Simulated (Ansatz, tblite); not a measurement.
Bond stretch in Si(Me)(OEt)2(H), C5H14O2Si, SMILES CCO[SiH](C)OCC. The Si1–O15 bond (Si1 also carries C, H, O; O15 carries C) is stretched with both fragments frozen at the PBE0/def2-SVP optimised geometry.

- GFN2-xTB, 300 K electronic temperature (tblite)
- RKS-PBE = restricted PBE/def2-SVP run with Ansatz (an electronic-structure program)
- UKS-B3LYP = unrestricted B3LYP/def2-SVP run with Ansatz

Energies are in kJ/mol, each relative to the lowest point of its own curve near equilibrium.

```csv
R / Å,GFN2-xTB,RKS-PBE,UKS-B3LYP
1.37,208.4,241.8,231.9
1.47,57.8,90.4,84.0
1.57,5.8,20.3,17.3
1.61,0.0,7.4,___
1.66,0.3,0.0,0.0
1.72,___,1.1,___
1.79,24.3,___,___
1.86,44.6,___,37.5
2.02,98.1,87.8,99.6
2.20,160.7,158.7,176.3
2.43,239.6,242.2,266.8
2.76,336.7,336.0,369.2
3.07,403.2,399.2,422.4
3.49,459.1,457.5,456.2
4.12,495.7,507.8,476.0
4.80,507.7,534.4,481.9
```

**Question.** What belongs in the gaps?

**Answer.** 
- 1.61, UKS-B3LYP: 5.7
- 1.72, GFN2-xTB: 8.2
- 1.72, UKS-B3LYP: 3.1
- 1.79, RKS-PBE: 12.3
- 1.79, UKS-B3LYP: 16.6
- 1.86, RKS-PBE: 30.9

The restricted form behind RKS-PBE keeps the bonding electrons paired and can't separate into open-shell fragments. The unrestricted determinant behind UKS-B3LYP is spin-contaminated at 2.76 to 4.80 Å (<S²> up to 1.0, against 0.00 for a pure singlet).
